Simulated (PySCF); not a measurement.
B(F)(OMe)2 (C2H6BFO2), SMILES B(F)(OC)OC.

Coordinates come from a ωB97X-D3(BJ)/def2-SVP optimisation. Other conformers were not sampled.

The numbers are results of TDA-PBE/def2-SVPD (PySCF 2.14.0), not measurements.

Vertical excitations. The molecule is in vacuum.

### Question
Give excitation energies, oscillator strengths and character. (Estimate from the structure and the level; the computed values follow.)

### Answer

```tsv
state	energy (eV)	λ (nm)	f	main pairs
S1	6.69	185	0.000	HOMO→LUMO 100 %
S2	7.49	166	0.017	HOMO→LUMO+1 100 %
S3	7.54	164	0.000	HOMO−1→LUMO 100 %
S4	7.55	164	0.002	HOMO−2→LUMO 100 %
S5	7.69	161	0.000	HOMO−3→LUMO 100 %
S6	7.79	159	0.002	HOMO→LUMO+3 99 %
S7	8.09	153	0.127	HOMO→LUMO+2 85 %
S8	8.32	149	0.001	HOMO−1→LUMO+1 99 %
S9	8.34	149	0.003	HOMO−2→LUMO+1 98 %
S10	8.47	146	0.001	HOMO→LUMO+4 77 %, HOMO−1→LUMO+2 20 %
T1	6.60	188	0	HOMO→LUMO 100 %
T2	7.27	170	0	HOMO→LUMO+2 98 %
T3	7.37	168	0	HOMO→LUMO+1 74 %, HOMO−2→LUMO 25 %
T4	7.45	166	0	HOMO−2→LUMO 74 %, HOMO→LUMO+1 25 %
```
Triplets are in the Tamm–Dancoff approximation.
